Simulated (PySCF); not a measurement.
# Radial density of S (sulfur, neutral)

UHF, [Ne] 3s2 3p4, high-spin 3P determinant. All numbers are calculated (PySCF 2.14, the non-relativistic Hamiltonian (point nucleus), in dyall-av2z (13s9p2d, 50 functions)).

```json
{"r (bohr)": "0.00194", "4πr²ρ (e/bohr)": "0.1188", "4πr²(ρα − ρβ)": "0.0000"}
{"r (bohr)": "0.00326", "4πr²ρ (e/bohr)": "0.3215", "4πr²(ρα − ρβ)": "0.0000"}
{"r (bohr)": "0.00549", "4πr²ρ (e/bohr)": "0.8482", "4πr²(ρα − ρβ)": "0.0000"}
{"r (bohr)": "0.00923", "4πr²ρ (e/bohr)": "2.128", "4πr²(ρα − ρβ)": "0.0000"}
{"r (bohr)": "0.0155", "4πr²ρ (e/bohr)": "4.929", "4πr²(ρα − ρβ)": "0.0002"}
{"r (bohr)": "0.0261", "4πr²ρ (e/bohr)": "9.952", "4πr²(ρα − ρβ)": "0.0009"}
{"r (bohr)": "0.0439", "4πr²ρ (e/bohr)": "16.06", "4πr²(ρα − ρβ)": "0.0050"}
{"r (bohr)": "0.0739", "4πr²ρ (e/bohr)": "18.15", "4πr²(ρα − ρβ)": "0.0242"}
{"r (bohr)": "0.124", "4πr²ρ (e/bohr)": "13.53", "4πr²(ρα − ρβ)": "0.0918"}
{"r (bohr)": "0.209", "4πr²ρ (e/bohr)": "13.27", "4πr²(ρα − ρβ)": "0.2118"}
{"r (bohr)": "0.352", "4πr²ρ (e/bohr)": "17.69", "4πr²(ρα − ρβ)": "0.1813"}
{"r (bohr)": "0.592", "4πr²ρ (e/bohr)": "9.150", "4πr²(ρα − ρβ)": "-0.0155"}
{"r (bohr)": "0.995", "4πr²ρ (e/bohr)": "2.867", "4πr²(ρα − ρβ)": "0.5362"}
{"r (bohr)": "1.67", "4πr²ρ (e/bohr)": "3.447", "4πr²(ρα − ρβ)": "1.1435"}
{"r (bohr)": "2.82", "4πr²ρ (e/bohr)": "1.128", "4πr²(ρα − ρβ)": "0.4038"}
{"r (bohr)": "4.74", "4πr²ρ (e/bohr)": "0.08421", "4πr²(ρα − ρβ)": "0.0278"}
{"r (bohr)": "7.96", "4πr²ρ (e/bohr)": "0.0004758", "4πr²(ρα − ρβ)": "-0.0001"}
```

(1) Where is the radial spin density 4πr²(ρα − ρβ) most negative, and why is it negative at all?

Answers

(1) Around r = 0.592 bohr, down to -0.0155 e/bohr: exchange with the open shell polarises the paired shells in an unrestricted calculation.
